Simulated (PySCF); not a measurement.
Li⁻ (lithium, charge -1) across methods

[He] 2s2, closed-shell 1S. All numbers are calculated (PySCF 2.14, the spin-free X2C one-electron Hamiltonian (Gaussian nucleus), in dyall-acv3z). The B2PLYP total includes its PT2 part (frozen core); its orbital energies are those of the SCF part.

```json
{"method": "revPBE", "E (hartree)": "-7.5070", "mean ε 1s (eV)": "-47.089", "mean ε 2s (eV)": "0.874", "Σ⟨r²⟩ (bohr²)": "81.18", "⟨S²⟩": "0.000"}
{"method": "LDA", "E (hartree)": "-7.3663", "mean ε 1s (eV)": "-46.341", "mean ε 2s (eV)": "0.801", "Σ⟨r²⟩ (bohr²)": "84.74", "⟨S²⟩": "0.000"}
{"method": "BP86", "E (hartree)": "-7.5050", "mean ε 1s (eV)": "-47.196", "mean ε 2s (eV)": "0.769", "Σ⟨r²⟩ (bohr²)": "81.83", "⟨S²⟩": "0.000"}
{"method": "r2SCAN", "E (hartree)": "-7.4969", "mean ε 1s (eV)": "-48.684", "mean ε 2s (eV)": "0.806", "Σ⟨r²⟩ (bohr²)": "81.81", "⟨S²⟩": "0.000"}
{"method": "PBE", "E (hartree)": "-7.4817", "mean ε 1s (eV)": "-47.011", "mean ε 2s (eV)": "0.859", "Σ⟨r²⟩ (bohr²)": "81.84", "⟨S²⟩": "0.000"}
{"method": "UHF", "E (hartree)": "-7.42889", "mean ε 1s (eV)": "-63.204", "mean ε 2s (eV)": "-0.394", "Σ⟨r²⟩ (bohr²)": "87.31", "⟨S²⟩": "0.000"}
{"method": "B2PLYP", "E (hartree)": "-7.4873", "mean ε 1s (eV)": "-55.765", "mean ε 2s (eV)": "0.192", "Σ⟨r²⟩ (bohr²)": "83.07", "⟨S²⟩": "0.000"}
{"method": "B97-3", "E (hartree)": "-7.5065", "mean ε 1s (eV)": "-51.614", "mean ε 2s (eV)": "0.446", "Σ⟨r²⟩ (bohr²)": "81.73", "⟨S²⟩": "0.000"}
```

(1) Estimate the same row for PBE0.

The highest occupied level is positive at revPBE, LDA, BP86, r2SCAN, PBE, PBE0, B2PLYP, B97-3: only the finite basis holds that electron, which in a density functional comes from self-interaction.

## Answers

(1) E (hartree) = -7.4860; mean ε 1s (eV) = -51.101; mean ε 2s (eV) = 0.464; Σ⟨r²⟩ (bohr²) = 77.53; ⟨S²⟩ = 0.000.
